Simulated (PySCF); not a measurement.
Al(All)(Cl)(H) (C3H6AlCl), SMILES C=C[CH2][AlH][Cl].

Geometry: B3LYP-D3(BJ)/def2-SVP. The structure was generated by enumeration; whether it is a known compound was not checked. The values are those of a single conformer.

Two levels are set side by side: PBE/def2-TZVP (PySCF) and M06-2X/def2-TZVP (PySCF). Same geometry, gas phase. Differences are taken from unrounded values.

| quantity | PBE |
|---|---|
| orbital gap (eV) | 4.36 |
| highest occupied level (eV) | -6.08 |
| lowest empty level (eV) | -1.72 |
| dipole moment (D) | 2.17 |
| mean polarisability (bohr³) | 76.8 |

Problem. These are the PBE values. What does M06-2X give? (An estimate is asked for; the answer gives what the named calculation found.)

Solution. 
| quantity | M06-2X | PBE minus M06-2X |
|---|---|---|
| orbital gap (eV) | 8.13 | -3.77 |
| highest occupied level (eV) | -8.19 | 2.11 |
| lowest empty level (eV) | -0.06 | -1.67 |
| dipole moment (D) | 2.25 | -0.09 |
| mean polarisability (bohr³) | 73.3 | 3.5 |

PBE's occupied levels lie high since its potential decays too fast outside the molecule; exact exchange lowers them and widens the gap. PBE's more diffuse valence density responds more strongly to a field. Differences between two approximate levels are no errors against the true value.

Rough cost on one machine, each run with all the roots and properties that it gave: M06-2X against PBE about 3 times.
